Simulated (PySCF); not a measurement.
**Identify the compound**

The spectra below were simulated for a compound C$_{2}$H$_{6}$F$_{3}$PSi$_{2}$.

¹H NMR (300 MHz, computed): δ 6.53 (m, 1H), 6.41 (m, 1H), 6.32 (m, 1H), 4.66 (m, 1H), 1.26 (m, 2H).

¹³C{¹H} NMR (computed): δ 147.6, 136.2.

Computed data (PySCF 2.14): shielding tensors at PBE0/pcSseg-1 (GIAO), GFN2-xTB geometry. Rapidly exchanging positions averaged, no solvent, one computed conformer, relativity neglected.

Scale: ¹H (σref 31.72), ¹³C (σref 186.93) against TMS (reference shieldings calculated alike).

Question: Propose a structure and justify it.

Answer: 
- 2 carbon signals for 2 carbons: no two carbons are equivalent.
- Carbon types of the structure: 1 × CH, 1 × CH2, leaving 3 H on heteroatoms.
- δC 147.6: terminal =CH2 carbon; an sp2 carbon of a C=C bond.
- δC 136.2: alkene CH; an sp2 carbon of a C=C bond.
- δH 6.53, 6.41: hydrogen on a terminal =CH2 carbon; attached to an sp2 carbon and in the plane of the double bond.
- δH 6.32: hydrogen on an alkene CH; a vinylic proton, deshielded by the sp2 carbon and the C=C anisotropy.
- δH 4.66: hydrogen on a silicon bonded to C, P, Si.
- δH 1.26: hydrogen on a phosphorus bonded to Si.

These data were computed for SMILES C=C[Si@H](P)[Si](F)(F)F.

The shifts were computed for this structure.

Splittings by ¹⁹F and ³¹P in the carbon and heteronuclear signals aren't shown, as no couplings were computed. Shifts are as computed. Against solution values, carbons near 30 ppm lie about +3 ppm off and those near 130 ppm about +5 ppm. Of 1309 compounds with measured shifts, 239 miss one by over three times the rms of a fit or turn the order of signals round; such compounds aren't used in these exercises. No couplings were computed; multiplicities are counted from neighbouring protons, with m where these are inequivalent, close in shift, in a saturated or five-membered ring or joined by F or P, and br s for small geminal =CH2 splittings.
